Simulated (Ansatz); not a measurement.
Coupled-cluster run, `CBBN`.

```yaml
crystal:
  periodic: [false, false, false]
  atoms:
    - {symbol: C, position_ang: [-0.552189, 1.610593, 0.505391]}
    - {symbol: B, position_ang: [-0.789075, 0.199048, -0.121734]}
    - {symbol: B, position_ang: [0.425685, -0.809563, -0.683448]}
    - {symbol: N, position_ang: [1.058394, -1.827640, 0.025745]}
    - {symbol: H, position_ang: [-1.298935, 1.888238, 1.254576]}
    - {symbol: H, position_ang: [-0.711620, 2.314868, -0.328113]}
    - {symbol: H, position_ang: [0.450300, 1.802822, 0.892366]}
    - {symbol: H, position_ang: [-1.941491, -0.109194, -0.308325]}
    - {symbol: H, position_ang: [0.804134, -0.651201, -1.820820]}
    - {symbol: H, position_ang: [1.780487, -2.404226, -0.371753]}
    - {symbol: H, position_ang: [0.839710, -2.070845, 0.976817]}
basis:
  gaussian: {orbitals: def2-TZVPP}
correlation: {method: ccsd_t}
output: {orbitals: {seedname: orbitals}}
```

```sh
$ ansatz run in.yaml --threads 2 --pin off --events-out ev --progress --plain --max-ram 4352MiB
```

Output of Ansatz, abridged:

```
Functional definition: HF
1288 factors; integrals over basis functions are off by at most 1.1e-3 eV
mean field evaluation 1: about -3964.5869 eV, gradient 3.9e1 eV
mean field evaluation 2: about -3964.5881 eV, gradient 3.9e1 eV
mean field evaluation 4: about -3968.3836 eV, gradient 3.8e0 eV
mean field evaluation 8: about -3968.4369 eV, gradient 3.7e-4 eV
mean field -3968.43686244 eV, -145.8373647914 hartree, gradient 2.3e-6 eV, S^2 0.000000; 0 other end points of the search recorded, 0 dependent functions left out
4 core orbitals not correlated: weight in the atoms' cores, before any rotation towards them, 1.000 or more for the frozen orbitals, at most 0.000 for the correlated occupied ones
reference -3968.43686244 eV, -145.8373647914 hartree; 11, 11 occupied and 207, 207 virtual orbitals, 1288 factors
second order -16.10836807 eV of doubles, -0.00000000 eV of singles
cycle   1  -16.88929144 eV  change   -7.8e-1 eV  update   8.2e-2
cycle   2  -17.30319247 eV  change   -4.1e-1 eV  update   2.5e-2
cycle   3  -17.37153563 eV  change   -6.8e-2 eV  update   1.2e-2
cycle   4  -17.36429972 eV  change    7.2e-3 eV  update   3.8e-3
cycle   5  -17.36417235 eV  change    1.3e-4 eV  update   1.7e-3
cycle   6  -17.36404426 eV  change    1.3e-4 eV  update   5.1e-4
cycle   7  -17.36392837 eV  change    1.2e-4 eV  update   1.7e-4
cycle   8  -17.36396350 eV  change   -3.5e-5 eV  update   8.1e-5
cycle   9  -17.36397077 eV  change   -7.3e-6 eV  update   3.7e-5
cycle  10  -17.36395301 eV  change    1.8e-5 eV  update   1.7e-5
perturbative correction -0.64166857 eV, -0.0235808849 hartree
Total energy: -3986.44248401 eV, -146.4990591798 hartree
```

It took 98 s on 2 threads of an Arm Neoverse V2 on a shared host, with 3.6 GiB of host memory at the peak.

Correlation energy per correlated electron: -0.818 eV. T1 diagnostic: 0.0121.
